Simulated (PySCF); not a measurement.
Isomers of C5H10ClNSi.

All values: PBE0/pcSseg-1 (PySCF) at GFN2-xTB geometries, gas phase, one conformer each.

**Question.** Rank by dipole moment, highest first.
A. `[CH2:1]=[CH:2][CH2:3][Si@H:4]([Cl:5])/[N:6]=[CH:7]\[CH3:8]` with C1–C2–C3–Si4 109°, C2–C3–Si4–Cl5 -178°, C3–Si4–N6–C7 -113°
B. `[N:1]#[C:2][CH2:3][C@@H:4]([SiH3:5])[CH2:6][CH2:7][Cl:8]` with C2–C3–C4–Si5 -61°, C3–C4–C6–C7 177°, C4–C6–C7–Cl8 -59°
C. `[CH3:1][C@:2]([SiH3:3])([Cl:4])[CH2:5][CH2:6][C:7]#[N:8]` with C1–C2–C5–C6 179°, C2–C5–C6–C7 -176°
D. `[CH3:1][C@H:2]([C:3]#[N:4])[Si:5]([CH3:6])([CH3:7])[Cl:8]` with C1–C2–Si5–C6 -179°
E. `[H]/[N:6]=[C:5](\[C:2](=[CH2:1])[SiH2:3][Cl:4])[CH2:7][CH3:8]` with C1–C2–Si3–Cl4 -4°, C1–C2–C5–N6 -118°, C2–C5–C7–C8 63°

**Answer.** C (4.09 D), A (3.31 D), D (2.28 D), B (1.97 D), E (1.17 D).

**Question.** Rank by HOMO–LUMO gap, lowest first.
A. `[CH2:1]=[CH:2][CH2:3][Si@H:4]([Cl:5])/[N:6]=[CH:7]\[CH3:8]` with C1–C2–C3–Si4 109°, C2–C3–Si4–Cl5 -178°, C3–Si4–N6–C7 -113°
B. `[CH3:1][C@H:2]([C:3]#[N:4])[Si:5]([CH3:6])([CH3:7])[Cl:8]` with C1–C2–Si5–C6 -179°
C. `[CH3:1][C@:2]([SiH3:3])([Cl:4])[CH2:5][CH2:6][C:7]#[N:8]` with C1–C2–C5–C6 179°, C2–C5–C6–C7 -176°

**Answer.** A (6.22 eV), C (8.29 eV), B (8.86 eV).

**Question.** Rank by the highest IAO charge on any atom, highest value first.
A. `[CH3:1][C@:2]([SiH3:3])([Cl:4])[CH2:5][CH2:6][C:7]#[N:8]` with C1–C2–C5–C6 179°, C2–C5–C6–C7 -176°
B. `[N:1]#[C:2][CH2:3][C@@H:4]([SiH3:5])[CH2:6][CH2:7][Cl:8]` with C2–C3–C4–Si5 -61°, C3–C4–C6–C7 177°, C4–C6–C7–Cl8 -59°
C. `[CH3:1][C@H:2]([C:3]#[N:4])[Si:5]([CH3:6])([CH3:7])[Cl:8]` with C1–C2–Si5–C6 -179°
D. `[CH2:1]=[CH:2][CH2:3][Si@H:4]([Cl:5])/[N:6]=[CH:7]\[CH3:8]` with C1–C2–C3–Si4 109°, C2–C3–Si4–Cl5 -178°, C3–Si4–N6–C7 -113°
E. `[H]/[N:6]=[C:5](\[C:2](=[CH2:1])[SiH2:3][Cl:4])[CH2:7][CH3:8]` with C1–C2–Si3–Cl4 -4°, C1–C2–C5–N6 -118°, C2–C5–C7–C8 63°

**Answer.** C (+1.090 e), D (+1.041 e), E (+0.801 e), A (+0.587 e), B (+0.569 e).

All values together:

```
                   SMILES  μ (D)  HOMO (eV)  LUMO (eV)  lowest IAO charge (e)  highest IAO charge (e)  lowest Hirshfeld charge (e)  highest Hirshfeld charge (e)
   N#CC[C@@H]([SiH3])CCCl   1.97      -8.69       0.25             -0.362 (C)             +0.569 (Si)                   -0.225 (N)                   +0.305 (Si)
  C[C@H](C#N)[Si](C)(C)Cl   2.28      -8.46       0.40             -0.727 (C)             +1.090 (Si)                   -0.240 (N)                   +0.418 (Si)
   C[C@]([SiH3])(Cl)CCC#N   4.09      -8.39      -0.10             -0.416 (C)             +0.587 (Si)                   -0.233 (N)                   +0.300 (Si)
[H]/N=C(/CC)C(=C)[SiH2]Cl   1.17      -7.42      -1.09             -0.450 (N)             +0.801 (Si)                   -0.235 (N)                   +0.342 (Si)
     C=CC[Si@H](Cl)/N=C\C   3.31      -7.09      -0.88           -0.557 (C/N)             +1.041 (Si)                   -0.246 (N)                   +0.378 (Si)
```

Conformers: `[N:1]#[C:2][CH2:3][C@@H:4]([SiH3:5])[CH2:6][CH2:7][Cl:8]` with C2–C3–C4–Si5 -61°, C3–C4–C6–C7 177°, C4–C6–C7–Cl8 -59°; `[CH3:1][C@H:2]([C:3]#[N:4])[Si:5]([CH3:6])([CH3:7])[Cl:8]` with C1–C2–Si5–C6 -179°; `[CH3:1][C@:2]([SiH3:3])([Cl:4])[CH2:5][CH2:6][C:7]#[N:8]` with C1–C2–C5–C6 179°, C2–C5–C6–C7 -176°; `[H]/[N:6]=[C:5](\[C:2](=[CH2:1])[SiH2:3][Cl:4])[CH2:7][CH3:8]` with C1–C2–Si3–Cl4 -4°, C1–C2–C5–N6 -118°, C2–C5–C7–C8 63°; `[CH2:1]=[CH:2][CH2:3][Si@H:4]([Cl:5])/[N:6]=[CH:7]\[CH3:8]` with C1–C2–C3–Si4 109°, C2–C3–Si4–Cl5 -178°, C3–Si4–N6–C7 -113°.
